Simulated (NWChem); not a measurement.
# BeHOCl; SMILES [OH][Be][Cl]

```xyz
4

Be     0.0037     0.5854     0.0000
Cl     0.0073    -1.2321     0.0000
O      0.0605     1.9936     0.0000
H     -0.6233     2.6547     0.0000
```
Atoms are numbered in this order, from 1.

Computed with NWChem. Structure relaxed at the PBE0-D3(BJ)/def2-TZVP level. Ions are spin-unrestricted doublets at the neutral geometry; other ion states weren't tried.

Task: What does the run give for PBE/def2-TZVP? Quantities: vertical ionisation energy, ΔSCF (eV); −ε(HOMO) (eV).

Result: The vertical ionisation energy, ΔSCF (eV) comes out as 11.21 and the −ε(HOMO) (eV) comes out as 7.62.
